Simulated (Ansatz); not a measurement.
Geometry optimisation, RKS PBE-D4/def2-SVP (Ansatz 0.2.0).

Input file:

```yaml
crystal:
  periodic: [false, false, false]
  atoms:
    - { symbol: Ga, position_ang: [-1.2911, -0.1176, -0.9831] }
    - { symbol: "N", position_ang: [0.2069, -1.4087, 0.0926] }
    - { symbol: H, position_ang: [-0.9361, 0.0037, -2.4794] }
    - { symbol: H, position_ang: [-2.7186, -0.3254, -0.4187] }
    - { symbol: H, position_ang: [0.6103, 1.2131, 0.5772] }
    - { symbol: O, position_ang: [-0.4414, 1.6499, -0.0005] }
    - { symbol: H, position_ang: [1.0364, -0.493, 0.6124] }
    - { symbol: O, position_ang: [1.608, 0.5679, 1.0398] }
    - { symbol: H, position_ang: [0.7407, -2.0937, -0.4286] }
    - { symbol: H, position_ang: [-0.1952, -1.8794, 0.8972] }
    - { symbol: H, position_ang: [-0.9421, 2.1262, 0.6633] }
    - { symbol: H, position_ang: [2.3221, 0.757, 0.4279] }
basis:
  gaussian: { orbitals: def2-SVP }
hamiltonian:
  xc: pbe
  dispersion: d4
relax:
  f_tol: 0.15
  max_steps: 25
  restrain:
    - { distance: [0, 5], at: 1.88, k: 30.0 }
    - { distance: [4, 7], at: 0.97, k: 30.0 }
    - { distance: [6, 1], at: 1.02, k: 30.0 }
    - { distance: [0, 1], at: 3.23, k: 30.0 }
    - { distance: [4, 5], at: 2.27, k: 30.0 }
    - { distance: [6, 7], at: 2.27, k: 30.0 }
```

Launched with:

```bash
$ ansatz run input.yaml --threads 2 --pin off --max-ram 3072MiB --backend cpu --events-out ev --progress --plain --runs-dir out
```

Where does it end, and by what steps?

It converged. The restraints hold the end off the free minimum. After 8 steps the energy has risen by 0.099 eV (the restraints' own energy left out); Ga1 moved furthest, 0.63 Å. Joined: N2–H7 (1.34 → 1.03 Å), H5–O8 (1.28 → 0.98 Å).

| step | energy less start (eV) | largest force component (eV/Å) | accepted |
| --- | --- | --- | --- |
| 0 | 0.0000 | 2.445 | yes |
| 1 | 0.0369 | 3.470 | yes |
| 2 | 0.4166 | 3.547 | yes |
| 3 | 0.5481 | 1.895 | yes |
| 4 | 0.2955 | 1.595 | yes |
| 5 | 0.1514 | 0.669 | yes |
| 6 | 0.1573 | 1.219 | no |
| 7 | 0.1144 | 0.580 | yes |
| 8 | 0.0986 | 0.559 | yes |

```xyz
12
Properties=species:S:1:pos:R:3
Ga -1.583 0.416 -1.134
N 0.317 -1.756 0.272
H -0.873 0.179 -2.511
H -2.911 -0.174 -0.525
H 1.092 1.320 0.789
O -0.844 1.873 -0.238
H 0.999 -1.107 0.681
O 1.926 0.915 1.100
H 0.826 -2.404 -0.341
H -0.078 -2.312 1.039
H -1.350 2.078 0.572
H 2.479 0.973 0.296
```

Run time: 28 s on 2 threads of Intel(R) Xeon(R) Platinum 8488C (Sapphire Rapids), with other jobs on the host, peak memory 0.18 GiB.
